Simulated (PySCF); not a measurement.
C3H9FOSi, SMILES F[SiH2]COCC.

The structure is a stationary point at PBE0-D3(BJ)/def2-SVP. The structure was generated by enumeration, and PubChem lists no compound with its InChIKey, so it may never have been made. One conformer was computed; it need not be the lowest.

Two levels are set side by side: PBE/def2-TZVP (PySCF) and PBE0/def2-TZVP (PySCF). Same geometry, gas phase. Differences are taken from unrounded values.

| quantity | PBE |
|---|---|
| orbital gap (eV) | 5.05 |
| highest occupied level (eV) | -5.79 |
| lowest empty level (eV) | -0.74 |
| dipole moment (D) | 1.76 |
| mean polarisability (bohr³) | 69.8 |

Q: These are the PBE values. What does PBE0 give? (The exact figures need the calculation; the answer reports its results.)

A: 
```csv
quantity,PBE0,PBE minus PBE0
orbital gap (eV),7.44,-2.39
highest occupied level (eV),-7.26,1.47
lowest empty level (eV),0.18,-0.92
dipole moment (D),1.78,-0.03
mean polarisability (bohr³),66.7,3.1
```

Without exact exchange PBE keeps part of each electron's self-repulsion, which lifts occupied levels and narrows the gap. Loosely held outer electrons make PBE densities more polarisable. Differences between two approximate levels are no errors against the true value.

Rough cost on one machine, each run with all the roots and properties that it gave: PBE0 against PBE within a factor of 2.
